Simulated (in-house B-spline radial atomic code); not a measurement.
Results of a calculation; reference values are marked as such.
# Hf in electron gases of falling density

A nucleus sits in a uniform electron gas with a rigid positive background. The Kohn-Sham equations are solved self-consistently in the spin-unpolarised LDA (PW92), non-relativistic, on B-splines with outgoing waves at the boundary and partial waves to l = 8. The model has no lattice, no bands and no magnetic solution. Atomic units; δ_l are the phase shifts at the Fermi level, counted so that each bound state adds π, and good to about 0.0005. A narrow, partly filled d or f resonance in a thin gas would split by spin, so such rows rest on a solution that is probably unstable.

| r_s (bohr) | k_F | δ0/π | δ1/π | δ2/π | shallowest bound level (hartree) | σ_tr (bohr²) | Q (a.u.) |
| --- | --- | --- | --- | --- | --- | --- | --- |
| 1.5 | 1.2794 | 4.503 | 3.730 | 2.537 | p -0.466 | 31.78 | 2.876 |
| 1.65 | 1.1631 | 4.560 | 3.775 | 2.535 | f -0.067 | 40.58 | 2.508 |
| 1.8 | 1.0662 | 4.611 | 3.813 | 2.529 | f -0.13 | 50.69 | 2.213 |
| 2 | 0.9596 | 4.672 | 3.855 | 2.518 | f -0.204 | 65.88 | 1.886 |
| 2.07 | 0.9271 | 4.691 | 3.868 | 2.514 | f -0.228 | 71.55 | 1.785 |
| 2.2 | 0.8723 | 4.727 | 3.890 | 2.505 | f -0.269 | 82.43 | 1.612 |
| 2.4 | 0.7996 | 4.777 | 3.918 | 2.490 | f -0.325 | 99.76 | 1.378 |
| 2.67 | 0.7188 | 4.842 | 3.948 | 2.470 | f -0.388 | 123.57 | 1.114 |
| 3 | 0.6397 | 4.915 | 3.976 | 2.446 | f -0.449 | 152.44 | 0.862 |
| 3.3 | 0.5816 | 4.977 | 3.995 | 2.426 | f -0.493 | 178.30 | 0.689 |
| 3.6 | 0.5331 | 5.035 | 4.009 | 2.407 | f -0.527 | 204.40 | 0.558 |
| 4 | 0.4798 | 5.106 | 4.021 | 2.384 | f -0.563 | 241.44 | 0.432 |

Q = n k_F σ_tr, with n = 3/(4π r_s³).

(1) How does the screening charge move between partial waves as the gas thins?

(2) What end-to-end powers of r_s do the first and last rows give for σ_tr and Q?

## Answers

(1) By (2/π)(2l + 1) δ_l, at r_s = 1.5 it is s 9.01, p 22.38, d 25.37, f and beyond 15.24, and at r_s = 4 s 10.21, p 24.13, d 23.84, f and beyond 13.81. The free atom is [Xe] 4f14 5d2 6s2.

(2) σ_tr goes as r_s^+2.07 and Q as r_s^-1.93. Since n k_F/k_F² goes as r_s⁻², Q = 4π n Σ/k_F would fall as r_s⁻² at fixed phase shifts; the sum Σ (l + 1) sin²(δ_l − δ_(l+1)) is 4.140 in the first row and 4.423 in the last, and ranges from 4.14 to 5.08 between them, so these powers are no law.
